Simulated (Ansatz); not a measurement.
C2H6SSn, SMILES `[CH2]1S[CH2][SnH2]1` at its PBE0-D4/def2-TZVP geometry, where that method's forces vanish. Total charge 0; spin multiplicity 1. Sn takes the def2 core potential.

```csv
atom,x (Å),y (Å),z (Å)
C1,-1.465,-0.086,0.017
S2,-0.725,1.100,-1.150
C3,1.015,0.770,-0.729
Sn4,0.469,-0.713,0.742
H5,-2.096,0.409,0.756
H6,-2.038,-0.858,-0.495
H7,1.576,0.389,-1.581
H8,1.512,1.654,-0.328
H9,0.922,-2.325,0.400
H10,0.829,-0.340,2.370
```

Q: For each bond, give half the difference of the two atoms' forces along it (eV/Å; positive pushes the atoms apart) under PBE-D4, r2SCAN-D4, B3LYP-D4, ωB97M-V in def2-TZVPP. (An estimate is asked.)

A: Computed: 
```csv
bond,length (Å),PBE-D4,r2SCAN-D4,B3LYP-D4,ωB97M-V
C1–S2,1.821,0.16,0.16,0.30,0.15
C1–Sn4,2.159,0.14,0.11,0.28,0.00
C1–H5,1.090,0.08,-0.06,-0.15,-0.09
C1–H6,1.090,0.08,-0.06,-0.15,-0.09
S2–C3,1.821,0.16,0.16,0.30,0.15
C3–Sn4,2.159,0.14,0.11,0.28,0.00
C3–H7,1.090,0.08,-0.06,-0.15,-0.09
C3–H8,1.090,0.08,-0.06,-0.15,-0.09
Sn4–H9,1.709,0.03,-0.04,-0.07,-0.08
Sn4–H10,1.709,0.03,-0.04,-0.07,-0.08
```

B3LYP here is the variant with VWN-RPA as its local correlation; programs differ in this.
